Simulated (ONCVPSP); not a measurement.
## Pseudopotential generation for Rb: ONCV, PBEsol, scalar-relativistic.

ONCVPSP 4.0.1 was run on this input:

```
# ATOM AND REFERENCE CONFIGURATION
# atsym  z   nc   nv     iexc    psfile
  Rb 37.00    6    3  -116133      upf
#
#   n    l    f
    1    0    2.00
    2    0    2.00
    2    1    6.00
    3    0    2.00
    3    1    6.00
    3    2   10.00
    4    0    2.00
    4    1    6.00
    5    0    1.00
#
# PSEUDOPOTENTIAL AND OPTIMIZATION
# lmax
    2
#
#   l,   rc,      ep,       ncon, nbas, qcut
    0    1.95    0.00    3    7    5.40
    1    0.60    0.00    4    7   14.80
    2    1.60    0.38    4    7    6.40
#
# LOCAL POTENTIAL
# lloc, lpopt,  rc(5),   dvloc0
    4    5    0.45    6.00
#
# VANDERBILT-KLEINMAN-BYLANDER PROJECTORs
# l, nproj, debl
    0    2    3.00
    1    2    1.40
    2    2    1.90
#
# MODEL CORE CHARGE
# icmod, fcfact, rcfact
    1    0.45    0.00
#
# LOG DERIVATIVE ANALYSIS
# epsh1, epsh2, depsh
   -3.00    5.00    0.02
#
# OUTPUT GRID
# rlmax, drl
    6.00    0.01
#
# TEST CONFIGURATIONS
# ncnf
    4
# nvcnf
#   n    l    f
    3
    4    0    2.00
    4    1    6.00
    5    0    0.00
#
    3
    4    0    2.00
    4    1    6.00
    5    0    0.50
#
    4
    4    0    2.00
    4    1    6.00
    5    0    0.00
    5    1    1.00
#
    3
    4    0    1.00
    4    1    6.00
    5    0    1.00
#
```

Command:

```bash
oncvpsp.x < Rb.dat > Rb.out
```

The program printed (shortened: citation, most of the input echo, consistency checks and plot data are left out):

```
[... start of the log left out ...]
         0.00100     0.02721       11.12
         0.00010     0.00272       17.56
         0.00001     0.00027       55.71

Calculating optimized projector #   2

 for l=   2

    Fraction of norm inside rc  0.117518
    Optimizing pswf for qcut=   6.41 a_B^-1,  ecut=  20.52 Ha
    Residual kinetic energy error=  3.49D-03 Ha

    Energy error per electron        Cutoff
         Ha          eV             Ha
         0.01000     0.27211       12.72
         0.00100     0.02721       45.88
         0.00010     0.00272       86.87
         0.00001     0.00027       99.85

Construct Vanderbilt / Kleinmman-Bylander projectors

B matrix Hermiticity error, ll=   0
   1   2    4.4616E-05

  Orthonormal projector coefficients  2.1481E+01  9.2455E-01

B matrix Hermiticity error, ll=   1
   1   2    8.4849E-05

  Orthonormal projector coefficients  1.1264E+02  1.8787E+01

B matrix Hermiticity error, ll=   2
   1   2    6.9428E-05

  Orthonormal projector coefficients  9.6873E+00  2.5133E+00
oncvpsp: lschvkbb ERROR   2   1 100
```

The run stopped because the bound-state solver with the separable projectors failed.

The run took about 6.6 s on one core of a shared server CPU.
